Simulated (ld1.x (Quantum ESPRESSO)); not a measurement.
**Ge: variants of one ultrasoft potential**

Base potential:

ld1.x (Quantum ESPRESSO) 7.5 input, shortened:

```
&input
   title='Ge', zed=32., rel=1, dft='PBE', iswitch=3,
   config='[Ar] 3d10 4s2 4p1'
 /
 &inputp
   pseudotype=3, tm=.true., lloc=-1, rcloc=0.90,
   nlcc=.false.
 /
6
4S  1  0   2.00   0.00  1.25  1.70  0.0
4S  1  0   0.00   3.35  1.25  1.70  0.0
4P  2  1   1.00   0.00  1.75  2.05  0.0
4P  2  1   0.00   1.50  1.75  2.05  0.0
3D  3  2  10.00   0.00  0.90  1.15  0.0
3D  3  2   0.00   1.85  0.90  1.15  0.0
 &test
   configts(1)='3d10 4s2 4p1'
 /
```

Cutoffs, loose and tight: the cutoffs (Ry, on a coarse ladder) from which the occupation-weighted sum of valence levels, in a spherical-Bessel basis at the reference potential, stays within 10 and 1 mRy of its value at 400 Ry. They do not see the model core or the augmentation charge, which bear on the density cutoff. Test errors are all-electron minus pseudo excitation energies from the reference, over the configurations 3d10 4s2 4p2; 3d10 4s2 4p0; 3d10 4s1 4p0; 3d10 4s1 4p3; 3d9 4s2 4p3; 3d10 4s2 4p1.5; 3d10 4s0 4p0. A dash means not determined; rows that change the core or the reference have their own tests. The largest error is taken over the tests solved by every variant that gives reliable tests at all: 3d10 4s1 4p0; 3d10 4s1 4p3; 3d10 4s2 4p0.

A true bound ghost makes a file unfit for plane-wave use even where its test errors are small: the radial tests pick states by their node count and pass the ghost by. Where a test does run into it, the solver fails or the error is huge.

Cutoffs are not given where the Bessel-basis levels miss the radial ones by over 6 mRy, ghosts where they miss by over 20 mRy; a channel whose overlap is not positive is not tested.

A file whose overlap is not positive is unfit for use, and its test errors describe a broken file.

```tsv
change	outcome	cutoff, loose	cutoff, tight	bound ghosts	largest test error (meV)
base	generated	–	–	s	+37
augmentation PSQ, inside the norm-conserving radii	generated	110 Ry	200 Ry	s	+43
all radii scaled by about 0.94 (s 1.60, p 1.94, d 1.08 bohr, rcut 1.18/1.66/0.86); local potential all-electron potential smoothed inside 0.86 bohr (lloc = -1)	generated	–	–	s	+40
local potential all-electron potential smoothed inside 1.02 bohr (lloc = -1)	generated	–	–	s	+37
core correction a·sin(br)/r model core inside 1.30 bohr	generated	–	–	s	-11
waves 4s (bound): rcut 1.25, rcutus 2.54 bohr; 4s channel at 3.35 Ry: rcut 1.25, rcutus 2.54 bohr	generated, overlap not positive	–	–	not determined (overlap not positive)	+39
reference 3d10 4s1.5 4p2.5	generated	–	–	s	-1142
```

**Question.** What comes out with this change to the base: waves 4p (bound): rcut 1.75, rcutus 2.72 bohr; 4p channel at 1.5 Ry: rcut 1.75, rcutus 2.72 bohr?

**Answer.** outcome: generated, overlap not positive; bound ghosts: s (p not tested, overlap not positive); largest test error (meV): +37. A file whose overlap is not positive is unfit for use, and its test errors describe a broken file.

**Question.** What comes out with this change to the base: local potential all-electron potential smoothed inside 1.00 bohr (lloc = -2)?

**Answer.** outcome: generated; bound ghosts: not determined; largest test error (meV): +37.
